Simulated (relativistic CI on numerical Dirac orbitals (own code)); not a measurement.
## What each ingredient does to the levels of Dy31+

Base calculation: Dirac-Coulomb-Breit CI, separate exchange-only KLI orbitals for each configuration, model QED, unscaled Slater integrals.

Configurations in the expansion (outside the closed core [Ar] 3d10): 4s2.4p5, 4s.4p6, 4s2.4p4.4d, 4s.4p5.4d, 4s2.4p4.4f, 4s.4p5.4f, 4p6.4d, 4s.4p4.4d2, 4s2.4p3.4d.4f, 4p6.4f, 4p5.4d2, 4p4.4d3, 4p4.4d2.4f. Double excitations out of closed p, d and f shells are left out; levels of such configurations are missing from the list, as are those of other unlisted configurations, and high levels can miss mixing partners.

Variants: (1) valence Slater integrals scaled by 0.9; (2) configuration mixing switched off; (3) non-relativistic limit. Shifts of the energy above 4s2.4p5 2P°_3/2, in cm⁻¹, for the lowest level and the first level of each name with at least 55 % of one term (blank where a level changes its place among those of its configuration and J or its character, or is not in the variant):

| Level | Base | Δ(1) | Δ(2) | Δ(3) |
| --- | --- | --- | --- | --- |
| 4s2.4p5 2P°_3/2 | 0 | 0 | 0 | 0 |
| 4s2.4p5 2P°_1/2 | 399280 | +422 | +2451 | -399280 |
| 4s2.4p4.4d 2D_3/2 | 1056568 | +1185 | +13504 |  |
| 4s2.4p4.4d 4F_9/2 | 1066113 | +7099 | +13024 | -127704 |
| 4s2.4p4.4d 4D_1/2 | 1329166 |  | +17104 |  |
| 4s2.4p4.4d 2G_7/2 | 1402602 | +5578 | +17372 |  |
| 4s2.4p4.4d 2G_9/2 | 1481933 | +5670 | +15986 | -500707 |
| 4s.4p5.4d 4P°_1/2 | 2035711 | +10940 | -8693 | -499511 |
| 4s.4p5.4d 4P°_3/2 | 2056900 | +9813 | -2539 | -520700 |
| 4s.4p5.4d 4F°_7/2 | 2069129 | +10642 | +20208 | -519432 |
| 4s.4p5.4d 4F°_9/2 | 2109526 | +13284 | +20997 | -559830 |
| 4s.4p5.4d 4D°_7/2 | 2192950 | +4078 | +8550 | -587296 |
| 4s.4p5.4d 2F°_7/2 | 2261211 | -1786 | +16443 | -604189 |
| 4s2.4p4.4f 4G°_11/2 | 2354799 | +390 | -11078 | -134055 |

At this charge energies of transitions that change n are usually good to better than 1 %, and those within a shell (Δn = 0) to a few per cent.

Ionisation energy from the two ground configurations alone: base 1275.86 eV. The NIST ASD value (theoretical) is 1275 eV.

LS names give the leading component of a level, which can be under half, so a name can repeat, a term be missing and a line seem to break the LS rules.
